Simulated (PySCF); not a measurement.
NMR data sheet: C6H4N2

```
Formula                               : C6H4N2
SMILES                                : N#Cc1cccnc1
Point group of the computed structure : Cs
Degrees of unsaturation               : 6
Carbon signals                        : 6
Proton signals                        : 4
```

Numbering as in the mapped SMILES `[N:1]#[C:2][c:3]1[cH:4][cH:5][cH:6][n:7][cH:8]1` (H(Xn): hydrogen on atom n).

PySCF 2.14.0 with density-fitted response routines calculation with shieldings: GIAO PBE0/pcSseg-1 and GFN2-xTB structure; non-relativistic, one computed conformer, no solvent.

References, each an isolated molecule treated in the same way: TMS for ¹H (σ = 31.72 ppm), ¹³C (σ = 186.93 ppm); NH3 for ¹⁵N (σ = 267.73 ppm).

| carbon | δC, type | δH (multiplicity) | HMBC from (2–3 bonds) | span of the C tensor (ppm) |
| --- | --- | --- | --- | --- |
| C2 | 122.7, C | – | H(C8), H(C4) | 348 |
| C3 | 114.2, C | – | H(C8), H(C4), H(C5) | 210 |
| C4 | 147.2, CH | 8.19 (d) | H(C8), H(C6), H(C5) | 251 |
| C5 | 128.2, CH | 7.55 (m) | H(C6), H(C4) | 237 |
| C6 | 158.2, CH | 9.13 (d) | H(C8), H(C4), H(C5) | 229 |
| C8 | 160.6, CH | 9.24 (s) | H(C6), H(C4) | 226 |

Other nuclei:
```
atoms  nucleus                  environment  δ (ppm)  σ (ppm)
   N7      ¹⁵N  pyridine-type ring nitrogen    361.6    -93.9
   N1      ¹⁵N             nitrile nitrogen    324.8    -57.1
```

Carbon types of the structure: 2 × C, 4 × CH, which accounts for all hydrogens. δC 160.6, 158.2: aromatic CH next to a ring nitrogen; the adjacent pyridine-type nitrogen withdraws density from it. δC 147.2, 128.2: aromatic CH. δC 122.7: nitrile carbon; typical of a nitrile. δC 114.2: substituted aromatic carbon. δH 9.24, 9.13: hydrogen on an aromatic CH next to a ring nitrogen; ring current plus the neighbouring ring nitrogen.

Shifts are as computed. Against solution values, carbons near 30 ppm lie about +3 ppm off and those near 130 ppm about +5 ppm. Of 1211 compounds with measured shifts, 218 miss one by over three times the rms of a fit or turn the order of signals round; such compounds aren't used in these exercises. Experimental scales use liquid or dissolved standards, which lie at an offset from isolated NH3 (liquid NH3: subtract about 20 ppm). Unscaled 15N shifts of sp2 nitrogen come out 20 to 40 ppm too high even then. No couplings were computed; multiplicities are counted from neighbouring protons, with m where these are inequivalent, close in shift, in a saturated or five-membered ring or joined by F or P, and br s for small geminal =CH2 splittings.
